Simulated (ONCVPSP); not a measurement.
## What one change does to a pseudopotential (Bi (Z = 83), ONCV)

| Quantity | Value |
| --- | --- |
| Element | Bi |
| Generator | ONCVPSP 4.0.1 |
| Type | optimised norm-conserving Vanderbilt (ONCV) |
| Functional | PBE |
| Relativity | scalar-relativistic |
| Frozen core | [Xe] 4f14 5d10 |
| Valence charge | 5 |
| Reference configuration | 6s2 6p3 |
| Partial waves | 6s: rc 1.75 bohr, ncon 5, nbas 10, qcut 3.3 1/bohr, 2 projectors, debl 1.8 Ha; 6p: rc 2.50 bohr, ncon 3, nbas 8, qcut 3.2 1/bohr, 3 projectors, debl 2.6 Ha |
| Local potential | polynomial inside 1.75 bohr (lpopt 5, dvloc0 6 Ha) |
| Core correction | Teter function, fcfact 1.5, rcfact 1.5 |

Change: p: rc 1.76.

Cutoffs: the cutoffs (Ha) at which the residual kinetic energy of the hardest occupied pseudo-wave falls to 1 and 0.1 mHa per electron; they do not see the model core or the augmentation charge, which bear on the density cutoff. Errors are all-electron minus pseudo energies relative to the spin-unpolarised reference configuration.

Problem. How do hardness, ghosts and transferability respond?

Solution. The potential gets neither clearly harder nor softer (22 Ha and 90 Ha → 22 Ha and 90 Ha); a bound ghost appears in p, which as a rule spoils a file; of the 4 tests that both files solve, the error grows in 2 and shrinks in 0 by more than 15 % and 0.3 meV (median size 63.9 → 69.1 meV).

```csv
quantity,base,changed
"cutoff, loose",22 Ha,22 Ha
"cutoff, tight",90 Ha,90 Ha
loose cutoff by channel,"s 22 Ha, p 4.2 Ha","s 22 Ha, p 14 Ha"
bound ghosts,none,p
GHOST(+) flags under 300 eV,s at 106.6 eV,s at 106.6 eV
"error for 6s2 6p2, meV [ΔE 7.91 eV]",-19,-23
"error for 6s2 6p1, meV [ΔE 23.16 eV]",-109,-113
"error for 6s2 6p0, meV [ΔE 46.50 eV]",-299,-286
"error for 6s0 6p5, meV [ΔE 20.50 eV]",-3.2,-25
s: phases at 1.77 bohr within 0.05 rad from the reference energy up to (Ha; the scan ends near 5),3.3,3.3
"rms error of d²Exc/dni dnj with the model core, mHa",3.69,3.58
```

Base: The cutoffs count occupied waves only; projector 2 of the s channel, the hardest unoccupied one, needs 107 Ha at the loose tolerance. Changed file: The cutoffs count occupied waves only; projector 2 of the p channel, the hardest unoccupied one, needs 115 Ha at the loose tolerance. A true bound ghost makes a file unfit for plane-wave use even where its test errors are small: the radial tests pick states by their node count and pass the ghost by.
